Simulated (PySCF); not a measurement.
Two structures of BH4SeF, closed shell, reached by relaxing down either side of one saddle point (PBE0-D4/def2-TZVP). Energies are electronic, without zero-point energy. Program: PySCF 2.14 with density fitting (its default auxiliary sets; JK sets also for MP2 and CCSD(T)). Basis: def2-TZVPP and def2-QZVPP. Cores are frozen in the correlated methods. Filled d shells of the heavier atoms are correlated. The def2 sets are not built for correlating such inner shells, so the correlated values are less sure here. Extrapolation: Hartree–Fock as exp(−7.88 √X), correlation as X^−2.97. First:

```
7
angstrom
B -0.6891 -0.7192 0.3480
F 0.3325 -1.6074 0.3137
H -1.5021 -0.7832 -0.5390
H -1.0146 -0.2975 1.4287
H 1.0191 0.7586 -1.5583
Se 0.3052 1.3267 -0.4070
H 1.5139 1.2554 0.4241
```

Second:

```
7
angstrom
B -0.9757 0.1241 0.6078
F 1.3577 -1.7549 -1.1974
H -1.9269 -0.3841 0.1068
H -0.6490 -0.0467 1.7362
H 1.0427 -0.8831 -1.1233
Se 0.0339 1.2806 -0.5335
H 1.0779 1.6471 0.4347
```

**Question.** Which bonds change from the first to the second?

**Answer.** BH₂F ([BH2][F]) + H₂Se → BH₃Se ([BH2][SeH]) + HF; bonds formed: F2–H5; dative contacts that become bonds: B1–Se6; bonds broken: B1–F2, H5–Se6.

**Question.** Give the saddle point's structure and its height above each. (An estimate is asked for; the value comes from the calculation.)

**Answer.** The calculation gives: 24.40 kcal/mol above the first and 13.73 kcal/mol above the second (CCSD(T) at an estimated basis limit (MP2 extrapolated from triple and quadruple zeta, plus CCSD(T) − MP2 in triple zeta)).
```xyz
7
angstrom
B -0.4796 -0.5607 0.1970
F 0.7704 -1.0680 -0.6052
H -1.4676 -0.9500 -0.3460
H -0.2978 -0.7219 1.3628
H 0.8332 0.0726 -0.8878
Se -0.1402 1.4414 -0.4058
H 0.7816 1.7868 0.6850
```

No T1 diagnostic of these runs exceeds 0.012.

Labels in which every atom is bracketed show which atoms are joined, not bond orders.

For scale, one of the runs: CCSD(T)/def2-TZVPP, 166 basis functions, launched by `OMP_NUM_THREADS=4 python run.py`. Time: 3.7 min of wall clock on 4 CPU threads of an Arm Neoverse V2; the host was shared. Peak host memory: 1.7 GiB.
